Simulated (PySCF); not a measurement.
NICS in isomers of C7H10NP.

Probes without a nucleus sit at each ring's centroid and 1 Å off its mean plane on both sides; NICS is minus the shielding there, NICSzz its component along the normal. Level: GIAO PBE0/pcSseg-1 (PySCF, non-relativistic, gas phase) on the PBE0-D3(BJ)/def2-SVP geometries, one conformer each. Atom numbers follow the mapped SMILES.

Task: Order these rings by mean NICS(1)zz, lowest (most negative) first (ppm).
A. ring C2–C3–N4–C8–P9 in `[CH3:1][c:2]1[cH:3][n:4]([CH:5]2[CH2:6][CH2:7]2)[cH:8][p:9]1`
B. ring C4–C5–C6–C7–C8–N9 in `[CH3:1][P:2]([CH3:3])[c:4]1[cH:5][cH:6][cH:7][cH:8][n:9]1`
C. ring N5–C6–C7–C8–C9 in `[CH3:1][CH2:2]/[CH:3]=[P:4]\[n:5]1[cH:6][cH:7][cH:8][cH:9]1`

Result: C (-28.7), B (-26.8), A (-25.2).

```csv
SMILES,ring,NICS(0),NICS(1),NICS(1)zz,HOMA,rms pucker (Å),ring atoms with four or more neighbours
CC/C=P\n1cccc1,5-membered ring with N; formal bonds all aromatic,-13.0,-10.7,-28.7,0.83,0.00,0
CP(C)c1ccccn1,6-membered ring with N; formal bonds all aromatic,-6.7,-10.9,-26.8,0.99,0.01,0
Cc1cn(C2CC2)cp1,5-membered ring with N and P; formal bonds all aromatic,-12.2,-10.7,-25.2,0.75,0.00,0
```

NICS(0) gives another order. The isotropic NICS(1) gives another order. HOMA uses Krygowski's 1993 parameters. NICS(1) and NICS(1)zz are means over the two faces.
